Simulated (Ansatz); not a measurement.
Gas-phase electronic energies from Ansatz, PBE0-D4/def2-TZVP geometries. CCSD(T)/CBS is the MP2 limit (def2-TZVPP, def2-QZVPP) plus CCSD(T) − MP2 in def2-TZVPP, frozen cores. DFT in def2-TZVPP. B3LYP here is the variant with VWN-RPA as its local correlation; programs differ in this. One conformer a species, not always the lowest.

`B[SiH](C)CF` + `CNBO` → `CNBOCF` + `B[SiH2]C`  (substitution at a C–Si bond)

| level | ΔE (kcal/mol) |
| --- | --- |
| B3LYP-D4 | 7.4 |
| MP2/def2-TZVPP | 7.9 |
| HF/def2-QZVPP | 4.8 |
| SCS-MP2/def2-QZVPP | 7.9 |

What does CCSD(T)/CBS give? (Best estimate.)

The calculation gave: +8.0 kcal/mol. The listed levels differ from it by -0.6, -0.1, -3.2, -0.1 kcal/mol.

Largest T1 diagnostic among the species: 0.012.

In def2-TZVPP, CCSD(T) changes the Hartree–Fock value by +2.0 kcal/mol (the triples alone add −0.1 kcal/mol) and MP2 by +3.2 kcal/mol.
